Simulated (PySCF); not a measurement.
Sn(H)(F)2(OH) (F2H2OSn), SMILES [F][SnH]([F])[OH].

Geometry: B3LYP-D3(BJ)/def2-SVP. The def2 effective core potentials stand for the cores of Sn; spin–orbit coupling is left out. The values are those of a single conformer.

Computed with HF/def2-TZVPD run with PySCF.

Gas-phase values at a fixed geometry.

Estimate the frontier levels, gap, dipole moment and polarisability. (An estimate is asked for; the answer gives what the named calculation found.)


```yaml
highest_occupied_level: -14.32 eV
lowest_empty_level: 1.05 eV
orbital_gap: 15.37 eV
dipole_moment: 2.11 D
quadrupole, principal values (traceless, Buckingham form, about the centre of nuclear charge): -6.68, -6.37, 13.05 D·Å
mean_static_polarisability: 35.6 bohr³ (5.27 Å³)
polarisability_principal_values: 33.3, 35.2, 38.3 bohr³
```
